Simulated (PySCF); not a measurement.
# Working out the ionisation energy of Cs⁺

Cs⁺ [Xe] (1S) → Cs²⁺ [Kr] 4d10 5s2 5p5 (2P). All numbers are calculated (PySCF 2.14, the spin-free X2C one-electron Hamiltonian (Gaussian nucleus), in Sapporo-DKH3-DZP-2012 (8s6p3d, 41 functions)). Frozen: [Kr] 4d10 5s2. Energies in hartree (1 hartree = 27.21139 eV):

```csv
part,Cs⁺ (lower),Cs²⁺ (upper)
UHF,-7782.510312,-7781.676934
CCSD correlation,-0.091884,-0.063495
(T),-0.000125,-0.000051
```

What does Hartree-Fock give?

(-7781.676934) − (-7782.510312) = 0.833378 hartree = 22.677 eV.

What do CCSD and CCSD(T) give?

The CCSD correlation energies differ by 0.028389 hartree = 0.773 eV and the triples by 0.000074 hartree = 0.002 eV, so CCSD gives 23.450 eV and CCSD(T) 23.452 eV.

Reference: 23.157 eV (measured; NIST Atomic Spectra Database, ionization energies), between the lowest levels; spin-orbit coupling is absent from the calculation.

A double-zeta basis recovers only part of the correlation energy.

What remains against the reference includes basis incompleteness, the frozen core and higher excitations.
